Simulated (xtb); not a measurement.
Te(H)(GeH3) (GeH4Te), SMILES [GeH3][TeH]. All values are semi-empirical tight-binding results from xtb (GFN2-xTB unless named), good for trends rather than for accurate numbers. Coordinates come from a GFN2-xTB optimisation.

Optimised geometry:

```xyz
6

Te    -0.0411     0.7828     0.6422
H     -0.0598     1.8120    -0.6327
Ge     0.0612    -1.1734    -0.9072
H      1.3449    -1.3202    -1.6720
H     -0.0818    -2.4372    -0.1195
H     -1.0239    -1.2090    -1.9417
```

For metal compounds this method's bond lengths and energies can be far off.

The orbital gap is 4.55 eV and the zero-point energy is 17.6 kcal/mol. The G − E(el) at 298.15 K (modified RRHO) comes out as -0.9 kcal/mol.

Computed atomic charges and the Wiberg bond orders between heavy atoms:
charges (e) Te1 0.02, H2 0.03, Ge3 0.09, H4 -0.04, H5 -0.06, H6 -0.04. Bond orders Te1–Ge3 0.96.
